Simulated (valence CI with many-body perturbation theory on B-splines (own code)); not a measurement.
**E1 transitions of Tc³⁶⁺**

Computed by valence CI with perturbative core correlation (CI+MBPT): five valence electrons over a frozen Dirac-Fock core [He], a basis of 11 s, 11 p, 10 d, 8 f, 5 g, 2 h functions for each j, with the one-electron correlation potential Σ1, the two-electron term Σ2, the three-electron term Σ3, Breit, model QED; selected CI, second order for the rest, scaled by the run's own slope (own B-spline code, finite nucleus).

The last digits are not significant, and no measured levels were compared; by estimate large intervals hold to a few tenths of a per cent, small ones and those within an open d or f shell to about a per cent. Among the levels kept, up to 11000 cm⁻¹ of a level comes from second order outside the variational space, and about a tenth of that is noise between levels of different J, which matters for small intervals.

Lines 1 to 50 of 579 in falling wavelength, among levels below 27885 × 10³ cm⁻¹, chosen from the strongest by gf and those to the six lowest levels. Wavelengths and rates use the calculated energies. Electric multipoles are in the length gauge, E1 and E2 with the static RPA response of the core. Weak lines are less certain than strong ones. Lines between different terms over intervals too small for the method are left out, as are lines whose strength nearly cancels. The highest levels of a list are the least certain.

Levels are named by their leading jj configuration (3d3/2^4 stands for four electrons in 3d with j = 3/2), which in mixed levels can hold well under half, so a name can repeat and another be missing. Letters in brackets count levels of one name in rising energy.

```tsv
λ vac (Å)	Upper	Lower	A (s⁻¹)	S (a.u.)
313.0	(2s 2p1/2 2p3/2^2 3p1/2) J=7/2	(2s 2p1/2 2p3/2^2 3s) J=5/2 [b]	8.59e+08	1.04e-01
297.7	(2p1/2^2 2p3/2^2 3p1/2) J=5/2	(2p1/2^2 2p3/2^2 3s) J=3/2	1.17e+09	9.11e-02
274.0	(2s^2 2p1/2 2p3/2 3p1/2) J=5/2	(2s^2 2p1/2 2p3/2 3s) J=3/2 [b]	1.32e+09	8.02e-02
269.0	(2s 2p1/2 2p3/2^2 3p1/2) J=5/2 [c]	(2s 2p1/2 2p3/2^2 3s) J=3/2 [c]	1.59e+09	9.17e-02
268.2	(2s 2p1/2^2 2p3/2 3p1/2) J=3/2 [b]	(2s 2p1/2^2 2p3/2 3s) J=3/2 [b]	1.83e+09	6.97e-02
266.2	(2s 2p1/2 2p3/2^2 3p1/2) J=5/2 [c]	(2s 2p1/2 2p3/2^2 3s) J=5/2 [c]	1.38e+09	7.69e-02
264.8	(2p1/2^2 2p3/2^2 3p1/2) J=3/2	(2p1/2^2 2p3/2^2 3s) J=5/2	3.13e+09	1.15e-01
252.4	(2p1/2^2 2p3/2^2 3p1/2) J=5/2	(2p1/2^2 2p3/2^2 3s) J=5/2	2.43e+09	1.16e-01
250.6	(2s^2 2p1/2 2p3/2 3p1/2) J=5/2	(2s^2 2p1/2 2p3/2 3s) J=5/2	2.10e+09	9.78e-02
248.9	(2s 2p1/2 2p3/2^2 3p1/2) J=3/2 [a]	(2s 2p1/2 2p3/2^2 3s) J=5/2 [a]	3.33e+09	1.01e-01
240.8	(2s 2p1/2^2 2p3/2 3p1/2) J=3/2 [a]	(2s 2p1/2^2 2p3/2 3s) J=5/2	3.87e+09	1.07e-01
236.1	(2s 2p1/2 2p3/2^2 3p1/2) J=7/2	(2s 2p1/2 2p3/2^2 3s) J=7/2	2.20e+09	1.14e-01
234.5	(2s 2p3/2^3 3p1/2) J=5/2	(2s 2p3/2^3 3s) J=3/2 [a]	2.70e+09	1.03e-01
234.4	(2s^2 2p1/2 2p3/2 3p1/2) J=3/2 [a]	(2s^2 2p1/2 2p3/2 3s) J=3/2 [a]	2.43e+09	6.17e-02
230.9	(2s 2p1/2^2 2p3/2 3p1/2) J=5/2	(2s 2p1/2^2 2p3/2 3s) J=5/2	3.37e+09	1.23e-01
223.7	(2s 2p1/2 2p3/2^2 3d3/2) J=9/2	(2s 2p1/2 2p3/2^2 3p3/2) J=9/2	1.62e+09	8.96e-02
214.4	(2s 2p1/2 2p3/2^2 3p1/2) J=5/2 [a]	(2s 2p1/2 2p3/2^2 3s) J=5/2 [a]	3.35e+09	9.78e-02
212.8	(2s^2 2p3/2^2 3p1/2) J=3/2	(2s^2 2p3/2^2 3s) J=5/2	5.04e+09	9.58e-02
211.9	(2s 2p1/2 2p3/2^2 3d5/2) J=7/2 [a]	(2s 2p1/2 2p3/2^2 3p3/2) J=7/2 [a]	1.63e+09	6.14e-02
211.5	(2s 2p1/2 2p3/2^2 3d5/2) J=7/2 [a]	(2s 2p1/2 2p3/2^2 3p3/2) J=5/2 [a]	1.70e+09	6.36e-02
211.4	(2s 2p3/2^3 3p1/2) J=3/2 [a]	(2s 2p3/2^3 3s) J=5/2	4.61e+09	8.61e-02
204.4	(2s 2p1/2 2p3/2^2 3d5/2) J=5/2 [a]	(2s 2p1/2 2p3/2^2 3p3/2) J=3/2 [a]	2.48e+09	6.26e-02
203.7	(2s 2p1/2^2 2p3/2 3d5/2) J=9/2	(2s 2p1/2^2 2p3/2 3p3/2) J=7/2	6.93e+09	2.89e-01
202.6	(2s^2 2p3/2^2 3d5/2) J=5/2 [a]	(2s^2 2p3/2^2 3p3/2) J=3/2 [a]	3.87e+09	9.52e-02
202.0	(2s 2p1/2 2p3/2^2 3d5/2) J=9/2 [a]	(2s 2p1/2 2p3/2^2 3p3/2) J=7/2 [a]	6.46e+09	2.63e-01
202.0	(2s 2p1/2 2p3/2^2 3d5/2) J=11/2	(2s 2p1/2 2p3/2^2 3p3/2) J=9/2	7.07e+09	3.45e-01
201.9	(2s 2p1/2^2 2p3/2 3d5/2) J=5/2 [a]	(2s 2p1/2^2 2p3/2 3p3/2) J=5/2 [a]	2.25e+09	5.48e-02
200.7	(2s^2 2p3/2^2 3p1/2) J=5/2	(2s^2 2p3/2^2 3s) J=5/2	4.12e+09	9.88e-02
199.9	(2s 2p3/2^3 3p1/2) J=5/2	(2s 2p3/2^3 3s) J=5/2	2.84e+09	6.72e-02
197.9	(2s 2p1/2 2p3/2^2 3d5/2) J=5/2 [e]	(2s 2p1/2 2p3/2^2 3p3/2) J=3/2 [d]	3.09e+09	7.09e-02
197.6	(2s 2p1/2 2p3/2^2 3d5/2) J=7/2 [e]	(2s 2p1/2 2p3/2^2 3p3/2) J=5/2 [d]	5.32e+09	1.62e-01
197.5	(2s 2p1/2 2p3/2^2 3d5/2) J=7/2 [c]	(2s 2p1/2 2p3/2^2 3p3/2) J=5/2 [c]	3.60e+09	1.09e-01
196.2	(2s 2p1/2 2p3/2^2 3d5/2) J=7/2 [b]	(2s 2p1/2 2p3/2^2 3p3/2) J=5/2 [b]	3.86e+09	1.15e-01
195.8	(2s^2 2p3/2^2 3d5/2) J=7/2	(2s^2 2p3/2^2 3p3/2) J=7/2	1.96e+09	5.80e-02
195.3	(2s 2p1/2 2p3/2^2 3d5/2) J=7/2 [f]	(2s 2p1/2 2p3/2^2 3p3/2) J=5/2 [e]	6.39e+09	1.88e-01
194.6	(2s^2 2p1/2 2p3/2 3d5/2) J=5/2 [a]	(2s^2 2p1/2 2p3/2 3p3/2) J=3/2 [a]	2.61e+09	5.71e-02
193.8	(2s^2 2p3/2^2 3d5/2) J=7/2	(2s^2 2p3/2^2 3p3/2) J=5/2	4.76e+09	1.37e-01
193.5	(2s 2p1/2 2p3/2^2 3d5/2) J=9/2 [b]	(2s 2p1/2 2p3/2^2 3p3/2) J=7/2 [b]	6.11e+09	2.19e-01
191.7	(2s^2 2p1/2 2p3/2 3d5/2) J=9/2	(2s^2 2p1/2 2p3/2 3p3/2) J=7/2	7.64e+09	2.66e-01
191.6	(2s 2p1/2 2p3/2^2 3d5/2) J=9/2 [c]	(2s 2p1/2 2p3/2^2 3p3/2) J=7/2 [c]	8.05e+09	2.80e-01
191.2	(2s 2p1/2^2 2p3/2 3d5/2) J=3/2 [b]	(2s 2p1/2^2 2p3/2 3p3/2) J=1/2 [b]	4.54e+09	6.26e-02
191.2	(2s^2 2p1/2 2p3/2 3d5/2) J=7/2 [a]	(2s^2 2p1/2 2p3/2 3p3/2) J=5/2 [a]	6.65e+09	1.83e-01
190.9	(2s 2p1/2 2p3/2^2 3d5/2) J=3/2 [a]	(2s 2p1/2 2p3/2^2 3p3/2) J=3/2 [a]	3.85e+09	5.29e-02
190.9	(2s 2p1/2 2p3/2^2 3d5/2) J=5/2 [f]	(2s 2p1/2 2p3/2^2 3p3/2) J=3/2 [e]	5.50e+09	1.13e-01
190.8	(2s 2p1/2^2 2p3/2 3d5/2) J=7/2 [b]	(2s 2p1/2^2 2p3/2 3p3/2) J=5/2 [b]	8.21e+09	2.25e-01
189.8	(2s^2 2p3/2^2 3d5/2) J=9/2	(2s^2 2p3/2^2 3p3/2) J=7/2	7.61e+09	2.57e-01
189.6	(2s 2p1/2^2 2p3/2 3d5/2) J=5/2 [b]	(2s 2p1/2^2 2p3/2 3p3/2) J=3/2 [b]	6.91e+09	1.39e-01
189.4	(2s 2p1/2 2p3/2^2 3d5/2) J=5/2 [b]	(2s 2p1/2 2p3/2^2 3p3/2) J=5/2 [b]	3.69e+09	7.43e-02
188.0	(2s 2p1/2 2p3/2^2 3d5/2) J=5/2 [g]	(2s 2p1/2 2p3/2^2 3p3/2) J=3/2 [f]	6.35e+09	1.25e-01
186.6	(2s 2p1/2 2p3/2^2 3d5/2) J=7/2 [d]	(2s 2p1/2 2p3/2^2 3p3/2) J=5/2 [c]	3.98e+09	1.02e-01
```
